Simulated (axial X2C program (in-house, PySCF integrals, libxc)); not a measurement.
# Potential curves of TcP⁻, two-component

Computed with an in-house relativistic program for diatomic molecules. Two-component (2c) means X2C with spin–orbit coupling and atomic mean-field two-electron Coulomb and Gaunt terms. Basis: Tc dyall-acv3z [13s13p9d5f3g], P dyall-av3z [9s8p3d2f] (cores contracted in-house); Gaussian nuclei, density fitting, unrestricted open shells. Masses: Tc 98.907 u, P 30.974 u.

State: Ω = 5/2 (⟨Sz⟩ = 2.49, ⟨Lz⟩ = 0.01 at PBE50). Energies in cm⁻¹ from the fragments at the same level (Tc + P-). Fits are polynomials in 1 − R0/R over 0.85 to 1.23 times the lowest point R0.

```
 R (Å)   PBE50    PBE0
2.0041  -24422  -28892
2.0680  -25598  -30115
2.1320  -25908  -30452
2.2066  -25461  -30006
2.2812  -24404  -28912
2.3772  -22474  -26884
```

The state is one determinant whose occupation by symmetry is held fixed; it was picked as the lowest of a PBE0 search that is not exhaustive. De is counted from the lowest determinant-based energies of the atoms at the same level, without counterpoise correction. Density functionals use the spin component along the axis (collinear). In 2c an atomic determinant is not the ground J level, so De misses part of the atomic spin–orbit lowering. This holds for PBE50, PBE0. PBE0 can misorder states that lie within some tenths of an eV, so this need not be the ground state of the molecule. The nearest other 2c determinant of the search, Ω = 1/2, lies 0.26 eV up at the distance of the search. Without a current term, density functionals place determinants with orbital angular momentum somewhat too high. With several unpaired electrons one determinant need not be a pure state. The highest occupied level of some functionals is positive through self-interaction error; at Hartree–Fock it is bound. This is the top spin component of a Σ state; components of lower Ω are not single determinants and can lie lower. The determinant is spin-polarised beyond a pure state at some levels (its spin-free form has ⟨S²⟩ too high), which makes Re and μ there less reliable.

(1) What are Re, ωe and De at the PBE50 level?

(2) Fit the PBE0 curve near its minimum: give the equilibrium distance, the harmonic wavenumber and the well depth.

## Answers

(1) At PBE50, 2c: Re = 2.127 Å, ωe ≈ 480 cm⁻¹, De = 3.21 eV to Tc + P-; Be follows as 0.158 cm⁻¹.

(2) At PBE0, 2c: Re = 2.129 Å, ωe ≈ 487 cm⁻¹, De = 3.78 eV to Tc + P-; Be follows as 0.158 cm⁻¹.
